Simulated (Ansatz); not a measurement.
Species: sum formula AlN3H6, net charge 0, singlet state. SMILES: [NH2][Al]([NH2])[NH2]
Coordinates optimised at B3LYP-D3(BJ)/def2-TZVP (Ansatz, an electronic-structure program):
```
Al
N 1 1.7743
H 2 1.0069 1 124.98
H 2 1.0069 3 110.03 1 180.00
N 1 1.7743 2 120.00 3 -166.93
H 5 1.0069 1 124.98 2 -166.93
H 5 1.0069 6 110.03 1 -180.00
N 1 1.7743 2 120.00 3 13.07
H 8 1.0069 1 124.98 2 13.07
H 8 1.0069 9 110.03 1 180.00
```

Computed values are from Ansatz. Cores are frozen in the correlated levels unless marked. UHF or UKS for open shells. Spin-orbit coupling is left out. No relativistic terms. Basis-set limits of correlation are two-point, X^-3; Hartree-Fock from the larger set. [CCSD(T)-MP2]/basis is that difference in the basis named.

- atomisation energy De: 830.5 kcal/mol at CCSD(T)/CBS(aug-cc-pV(T+d)Z,aug-cc-pV(Q+d)Z)
- vertical triplet-singlet gap: 5.49 eV at RI-MP2/CBS(aug-cc-pV(T+d)Z,aug-cc-pV(Q+d)Z)+[CCSD(T)-MP2]/aug-cc-pV(T+d)Z
- total energy: -409.8472 Eh at CCSD(T)/CBS(aug-cc-pV(T+d)Z,aug-cc-pV(Q+d)Z)
- dipole moment: 0.00 D at CCSD(T)/aug-cc-pV(D+d)Z
- T1 diagnostic: 0.009 at CCSD/aug-cc-pV(Q+d)Z
